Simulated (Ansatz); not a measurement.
Li₁₂F₁₂ (started as a model of: (LiF)12 cage of four- and six-membered rings), relaxed as a singlet with RKS PBE0-D4/def2-SVP in Ansatz, starting from the GFN2-xTB geometry. Force threshold 0.03 eV/Å.

Start:

Cartesian coordinates in Å:
```
Li 1.5266 -0.0628 -2.1653
F 2.4345 0.9710 -1.0561
Li 2.5920 -0.5250 -0.1318
F 1.8971 -1.5899 -1.3581
Li 0.5329 -2.4515 -0.8408
F -1.1102 -2.1654 -1.4243
Li -1.3237 -0.6679 -2.1883
F 0.0025 0.3262 -2.7987
Li -0.8451 1.6065 -1.9253
F -2.2833 0.6601 -1.5316
F -0.0925 2.6863 -0.8566
Li 1.4954 2.1579 -0.2922
F 1.1038 2.1671 1.4296
Li -0.5374 2.4537 0.8381
Li 1.3196 0.6711 2.1946
F 2.2835 -0.6517 1.5308
Li 0.8497 -1.6054 1.9270
F 0.1042 -2.6876 0.8571
Li -1.4901 -2.1684 0.3001
F -0.0061 -0.3293 2.7993
Li -2.5973 0.5224 0.1290
F -1.9056 1.5917 1.3533
Li -1.5246 0.0654 2.1574
F -2.4261 -0.9743 1.0527
```

```csv
step,energy (eV),largest force component (eV/Å),SCF passes
1,-35042.2743,0.689,13
2,-35042.6814,0.246,16
3,-35042.7999,0.005,17
```

Force components are those of the run's own axes.

End:

```tsv
atom	x (Å)	y (Å)	z (Å)
Li1	1.5993	-0.0660	-2.2642
F2	2.4668	0.9758	-1.0736
Li3	2.7156	-0.5485	-0.1407
F4	1.9304	-1.6020	-1.3773
Li5	0.5570	-2.5715	-0.8769
F6	-1.1179	-2.2060	-1.4396
Li7	-1.3833	-0.7000	-2.2989
F8	-0.0081	0.3351	-2.8402
Li9	-0.8878	1.6802	-2.0203
F10	-2.3062	0.6638	-1.5612
F11	-0.0912	2.7276	-0.8604
Li12	1.5635	2.2690	-0.3064
F13	1.1159	2.2056	1.4405
Li14	-0.5579	2.5719	0.8753
Li15	1.3827	0.7000	2.3000
F16	2.3060	-0.6626	1.5612
Li17	0.8883	-1.6803	2.0196
F18	0.0925	-2.7281	0.8597
Li19	-1.5630	-2.2701	0.3077
F20	0.0081	-0.3362	2.8408
Li21	-2.7158	0.5482	0.1405
F22	-1.9312	1.6026	1.3768
Li23	-1.5985	0.0672	2.2639
F24	-2.4654	-0.9756	1.0737
```

By distances, no bond broke or formed. The bond that changes most is Li19–F24, from 1.69 to 1.75 Å (atoms count from 1).

No frequencies were taken in this run, so the end may be a saddle point.

Run time 52 s (4 threads of Arm Neoverse V2 on a shared host), peak host memory 1.6 GiB.
